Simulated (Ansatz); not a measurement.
`C#CSB[SiH2]C` + `BO` → `BO[SiH2]C` + `BSC#C` at 400 K and 1 bar (cleavage of the Si–B bond).

Program: Ansatz. Geometries: PBE0-D4/def2-TZVP. ΔE: electronic, gas phase. CCSD(T)/CBS adds triple-zeta CCSD(T) − MP2 to the extrapolated MP2 energy (def2 sets, frozen cores). This one scheme is used for every species. Each species was taken in one conformer, which may not be the lowest.

```
       species  CCSD(T)/CBS energy (Eh)  H − E (kJ/mol)  S (J/(mol·K))
`C#CSB[SiH2]C`               -829.94952           270.3          423.3
          `BO`               -101.80414           108.2          244.0
   `BO[SiH2]C`               -431.39483           240.6          363.7
       `BSC#C`               -500.39539           133.0          307.6
```

H − E and S are ideal-gas, rigid-rotor, harmonic terms from PBE0-D4/def2-TZVP, for one conformer and one mirror image of each species. 1 Eh = 2625.50 kJ/mol, R = 8.31446 J/(mol·K).

Problem. By hand: ΔE, ΔH, ΔS and ΔG.

Solution. ΔE = (-431.39483) + (-500.39539) − (-829.94952) − (-101.80414) = -0.03656 Eh = -96.0 kJ/mol. Δ(H − E) = 240.6 + 133.0 − 270.3 − 108.2 = -4.9, so ΔH = -100.9 kJ/mol. ΔS = 363.7 + 307.6 − 423.3 − 244.0 = 4.0 J/(mol·K). ΔG = -100.9 − 400 × (4.0)/1000 = -102.5 kJ/mol.

Problem. By hand: the equilibrium constant, and the temperature at which ΔG would vanish if ΔH and ΔS stayed fixed.

Solution. log₁₀ K = −ΔG/(RT ln 10) = 13.4. ΔH and −TΔS have one sign here, so there is no such temperature. One of them is within its doubt of zero, so this could turn.

The number of gas molecules stays the same, so ΔS is small and ΔH decides. A doubt of 5 kJ/mol in ΔE shifts log₁₀ K by 0.7 here. Other conformers and mirror images would add mixing entropy, several J/(mol·K) or more a flexible species. Modes under 60 cm⁻¹, often nearly free rotors, make the harmonic entropy too high. These are equilibria of isolated gas molecules and say nothing of rates. Largest T1 diagnostic: 0.014 (customary marks: 0.02 for closed shells, 0.045 for open ones).
